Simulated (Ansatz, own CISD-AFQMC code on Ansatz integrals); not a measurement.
H7BSi2, SMILES `B[SiH2][SiH3]` (charge 0, multiplicity 1).

Cartesian coordinates (Å):
```xyz
10

B      1.7660     0.4230    -0.5689
Si     0.5454    -0.4994     0.7013
Si    -1.5936     0.0643    -0.1083
H      2.1061    -0.1034    -1.5868
H      2.0955     1.5577    -0.3872
H      0.6242    -0.0136     2.1072
H      0.6412    -1.9858     0.6933
H     -2.6397    -0.5537     0.7510
H     -1.7793     1.5404    -0.1011
H     -1.7657    -0.4290    -1.5013
```
Charge 0, multiplicity 1.

Frozen-core energies in cc-pVDZ from Ansatz (a program for electronic structure) at a geometry from PBE0-D3(BJ)/def2-TZVP; the HF reference has <S^2> = 0.00 and the T1 diagnostic is 0.014.

```csv
level,energy (Ha)
HF,-606.57745
MP2,-606.86799
CCSD,-606.93367
CCSD(T),-606.94273
```

### Question
Estimate the energies of CCSDT, phaseless AFQMC, CISD trial (own CISD-AFQMC code on Ansatz integrals; ±0.35 mHa) and CCSDT(Q), and give each level's difference from CCSDT(Q).

### Answer

```
level                                                                             energy (Ha)  difference from CCSDT(Q) (mHa)
--------------------------------------------------------------------------------  -----------  ------------------------------
MP2                                                                                -606.86799                           76.75
CCSD                                                                               -606.93367                           11.07
CCSD(T)                                                                            -606.94273                            2.01
CCSDT                                                                              -606.94433                            0.41
phaseless AFQMC, CISD trial (own CISD-AFQMC code on Ansatz integrals; ±0.35 mHa)   -606.94450                            0.24
CCSDT(Q)                                                                           -606.94474                            0.00
```
